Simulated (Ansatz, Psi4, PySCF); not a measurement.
boron atom (B), doublet. Base run: MP2/cc-pVDZ run with PySCF.

PySCF was given this input:
```python
from pyscf import gto, scf, mp

mol = gto.Mole()
mol.atom = '''
    B     0.00000000    0.00000000    0.00000000
'''
mol.basis = 'cc-pvdz'
mol.spin = 1
mol.verbose = 4
mol.build()

mf = scf.UHF(mol)
mf.kernel()

pt = mp.MP2(mf)
pt.kernel()
print('E(MP2) = %.10f' % pt.e_tot)
```

The same geometry, method and basis name were run in Ansatz (an electronic-structure program) and Psi4 and PySCF, at each program's defaults and at the settings that a row names. The base is PySCF at its defaults. Differences at the defaults can come from grids, fitting, cores and function types together.

| code and settings | ΔE vs base (mEh) | basis functions | E (Eh) | SCF cycles |
|---|---|---|---|---|
| PySCF, defaults (exact integrals, spherical functions, all electrons correlated) | 0.000 | 14 | -24.56750 | 7 |
| Psi4, defaults (density fitting with its default set, spherical functions, all electrons correlated) | 0.007 | 14 | -24.56749 | 10 |
| Ansatz, defaults (factorised integrals, spherical functions, frozen core) | 1.026 | 14 | -24.56647 | - |
| PySCF, frozen core | 1.025 | 14 | -24.56647 | 7 |
| Psi4, exact integrals, spherical functions, frozen core | 1.025 | 14 | -24.56647 | 10 |
| Ansatz, high accuracy, frozen core | 1.025 | 14 | -24.56647 | - |

Open shells are given as the SCF converged; they aren't shown to be the lowest states, and a large step between rows can be another state.
